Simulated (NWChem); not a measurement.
Molecule: hexafluorodisilane (Si2F6); SMILES [Si](F)(F)([Si](F)(F)F)F

```xyz
8

F      0.3886    -1.4468     1.7195
Si     0.0000     0.0000     1.1580
F      1.0587     1.0599     1.7195
F     -1.4473     0.3869     1.7195
Si     0.0000     0.0000    -1.1580
F      1.4496    -0.3781    -1.7195
F     -1.0522    -1.0663    -1.7195
F     -0.3974     1.4444    -1.7195
```
Atoms are numbered in this order, from 1.

All runs: NWChem. Pople sets run with spherical d functions. Geometry: optimised at PBE0/def2-SVP. Atomic charges in e: unrestrained fits to the electrostatic potential beside Mulliken populations; buried atoms are poorly determined by the fit.

For level B3LYP/def2-SVP:

- Mulliken F1 = -0.31
- ESP Si2 = 0.79
- Mulliken Si2 = 0.92
- Mulliken F3 = -0.31
- Mulliken F4 = -0.31
- ESP Si5 = 0.78
- Mulliken Si5 = 0.92

Q: What are these values for level Hartree-Fock/6-31G*?

A: 
| Quantity | Result |
|---|---|
| Mulliken F1 | -0.51 |
| ESP Si2 | 0.91 |
| Mulliken Si2 | 1.53 |
| Mulliken F3 | -0.51 |
| Mulliken F4 | -0.51 |
| ESP Si5 | 0.91 |
| Mulliken Si5 | 1.53 |
